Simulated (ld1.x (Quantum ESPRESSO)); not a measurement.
**Which change was made? (Br, TM semilocal)**

ld1.x (Quantum ESPRESSO) 7.5 input, shortened:

```
&input
   title='Br', zed=35., rel=1, dft='PZ', iswitch=3,
   config='[Ar] 3d10 4s2 4p4'
 /
 &inputp
   pseudotype=1, tm=.true., lloc=1,
   nlcc=.true., rcore=0.75
 /
3
4S  1  0   2.00   0.00  1.50  1.50  0.0
3D  3  2  10.00   0.00  0.90  0.90  0.0
4P  2  1   4.00   0.00  1.60  1.60  0.0
 &test
   configts(1)='3d10 4s2 4p4'
 /
```

Cutoffs, loose and tight: the cutoffs (Ry, on a coarse ladder) from which the occupation-weighted sum of valence levels, in a spherical-Bessel basis at the reference potential, stays within 10 and 1 mRy of its value at 400 Ry. They do not see the model core or the augmentation charge, which bear on the density cutoff. Test errors are all-electron minus pseudo excitation energies from the reference, over the configurations 3d10 4s2 4p5; 3d10 4s2 4p3; 3d10 4s2 4p2; 3d9 4s2 4p6; 3d9 4s2 4p5; 3d10 4s1 4p6; 3d10 4s2 4p4.5 (two spin-polarised tests are not counted in the largest error); variants that change the core or the reference have their own tests. The largest error is taken over the tests solved by every variant that gives reliable tests at all, those not shown here included: 3d10 4s2 4p2; 3d10 4s2 4p3; 3d10 4s2 4p5.

The base gives: outcome: generated; bound ghosts: none; largest test error (meV): +11.

On the changes marked as counting shells twice: ld1.x takes every shell without a wave as core, so the model core holds the marked electrons as well and exchange and correlation see them twice. This cancels in the reference configuration, but the file is broken for other ones, and its errors say nothing about a proper core correction.

Question: After one change the result is: outcome: generated, misses its reference levels by 0.25 eV; bound ghosts: none; largest test error (meV): -2347. Which change was it?
A. core [Ne], valence charge 25; reference 3s2 3p6 3d10 4s2 4p4; waves now 3s (bound): rc 0.55 bohr; 3p (bound): rc 0.85 bohr; 3d (bound): rc 0.70 bohr; local potential the d channel; core correction Bessel-smoothed model core inside 0.30 bohr (4p, 4s counted twice)
B. reference 3d10 4s2 4p5
C. wave 4p (bound): rc 1.60 bohr becomes 4p (bound): rc 1.20 bohr
D. type ultrasoft, which also changes the form from semilocal to separable; waves now 4s (bound): rcut 1.30, rcutus 1.50 bohr; 4s channel at 1.05 Ry: rcut 1.30, rcutus 1.50 bohr; 4p (bound): rcut 1.40, rcutus 1.60 bohr; 4p channel at 0.55 Ry: rcut 1.40, rcutus 1.60 bohr; 3d (bound): rcut 0.80, rcutus 0.90 bohr; 3d channel at -3.75 Ry: rcut 0.80, rcutus 0.90 bohr; local potential all-electron potential smoothed inside 0.90 bohr (lloc = -1); augmentation built from norm-conserving waves at rcut, not smoothed further

Answer: A. The others give: wave 4p (bound): rc 1.60 bohr becomes 4p (bound): rc 1.20 bohr → outcome: generated; bound ghosts: none; largest test error (meV): +18 | type ultrasoft, which also changes the form from semilocal to separable; waves now 4s (bound): rcut 1.30, rcutus 1.50 bohr; 4s channel at 1.05 Ry: rcut 1.30, rcutus 1.50 bohr; 4p (bound): rcut 1.40, rcutus 1.60 bohr; 4p channel at 0.55 Ry: rcut 1.40, rcutus 1.60 bohr; 3d (bound): rcut 0.80, rcutus 0.90 bohr; 3d channel at -3.75 Ry: rcut 0.80, rcutus 0.90 bohr; local potential all-electron potential smoothed inside 0.90 bohr (lloc = -1); augmentation built from norm-conserving waves at rcut, not smoothed further → outcome: generated; cutoff, loose: 200 Ry; cutoff, tight: over 300 Ry; bound ghosts: s; largest test error (meV): -2.9 | reference 3d10 4s2 4p5 → outcome: generated; bound ghosts: none; largest test error (meV): -717. In the semilocal form every listed channel keeps its own potential, so the choice of the local channel does not act on these tests. It acts once the file is put into the separable form.
